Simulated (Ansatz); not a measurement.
Molecule: sum formula CuOH, charge 0, multiplicity 1. SMILES: [OH][Cu]
Structure (B3LYP-D3(BJ)/def2-TZVP (Ansatz, a first-principles code) minimum search):
```
O
H 1 0.9649
Cu 1 1.7954 2 108.72
```

Quantity: vertical triplet-singlet gap (E(triplet) - E(singlet); each state is the SCF solution reached for its spin; for the singlet T1 is 0.039), in eV. Correlated levels leave the core frozen unless marked. Open shells are spin-unrestricted. No spin-orbit coupling. The frozen core is the preceding noble-gas configuration, with the filled d and f shells of earlier blocks. Non-relativistic. CBS(X,Y): correlation extrapolated as X^-3; Hartree-Fock from the larger set. [CCSD(T)-MP2]/basis is that difference in the basis named.

| level | program | vertical triplet-singlet gap (eV) | minus last row |
|---|---|---|---|
| SVWN5/def2-TZVPD | Ansatz | 1.98 | -0.04 |
| BHLYP/def2-TZVPD | Ansatz | 1.40 | -0.62 |
| wB97M-V/def2-TZVPD | Ansatz | 1.98 | -0.04 |
| wB97X-V/def2-TZVPD | Ansatz | 1.98 | -0.04 |
| B2PLYP/def2-TZVPD | Ansatz | 2.22 | 0.20 |
| SCS-MP2/def2-TZVPPD | Ansatz | 2.68 | 0.66 |
| CCSD(T)/def2-SVPD | Ansatz | 1.83 | -0.19 |
| CCSD(T)/def2-TZVPPD | Ansatz | 1.92 | -0.10 |
| RI-MP2/CBS(def2-TZVPPD,def2-QZVPPD)+[CCSD(T)-MP2]/def2-SVPD | Ansatz | 2.31 | 0.29 |
| RI-MP2/CBS(def2-TZVPPD,def2-QZVPPD)+[CCSD(T)-MP2]/def2-TZVPPD | Ansatz | 2.02 | 0.00 |
